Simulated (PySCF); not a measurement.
# Excitation energy of Al²⁺ by level of theory

Al²⁺ [Ne] 3s1 (2S) → Al²⁺ [Ne] 3d1 (2D), as a difference of total energies. Calculation: PySCF 2.14, in x2c-TZVPPall with one added diffuse shell each of s, p, d type (6s6p4d1f, 51 functions); the spin-free X2C one-electron Hamiltonian (Gaussian nucleus). Correlated levels: valence and next inner shell: 1s2 frozen. The calculations carry no spin-orbit coupling.

```json
{"method": "UHF", "excitation energy (eV)": "14.176"}
{"method": "MP2 (valence and next inner shell)", "excitation energy (eV)": "14.343"}
{"method": "SCS-MP2 (valence and next inner shell)", "excitation energy (eV)": "14.310"}
{"method": "CCSD (valence and next inner shell)", "excitation energy (eV)": "14.352"}
{"method": "CCSD(T) (valence and next inner shell)", "excitation energy (eV)": "14.355"}
```

**Question.** How much does correlation contribute at CCSD(T) (valence and next inner shell)?

**Answer.** 14.355 − (14.176) = 0.179 eV, measured against UHF.

The promoted electron is Rydberg-like, and one or two diffuse shells describe it only roughly, which tends to raise the upper state.
